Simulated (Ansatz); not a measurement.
`S[SiH]1[CH2][GeH2]1`. Charge 0, multiplicity 1. Geometry: relaxed with PBE0-D4/def2-TZVP. It is one conformer, not always the lowest.

```xyz
10

S     0.995   -1.332    1.986
Si   -0.216    0.064    0.931
C     0.699    0.940   -0.445
Ge   -0.703   -0.230   -1.295
H    -0.024   -2.142    2.323
H    -1.080    0.904    1.796
H     0.557    2.012   -0.550
H     1.727    0.646   -0.644
H    -1.819    0.538   -2.006
H    -0.134   -1.400   -2.097
```

Q: What is the dipole moment at B3LYP/def2-TZVPP? (An estimate is asked.)

A: Computed: 0.67 D, with components (-0.66, 0.07, -0.12) D in this frame, pointing from negative to positive charge.

Q: And with PBE, r2SCAN, ωB97M-V? (Best estimate.)

A: The calculation gave: PBE 0.59 D, r2SCAN 0.62 D, ωB97M-V 0.70 D.

Q: Give the Mulliken charges with B3LYP, ωB97M-V, PBE in def2-TZVPP. (Estimate.)

A: Ansatz gave: 
```tsv
atom	B3LYP	ωB97M-V	PBE
S1	-0.25	-0.22	-0.23
Si2	0.28	0.23	0.20
C3	-0.39	-0.46	-0.33
Ge4	0.05	0.01	0.05
H5	0.11	0.12	0.12
H6	-0.06	-0.02	-0.05
H7	0.12	0.14	0.11
H8	0.12	0.14	0.12
H9	0.01	0.03	0.00
H10	0.01	0.04	0.01
```

B3LYP here is the variant with VWN-RPA as its local correlation; programs differ in this.
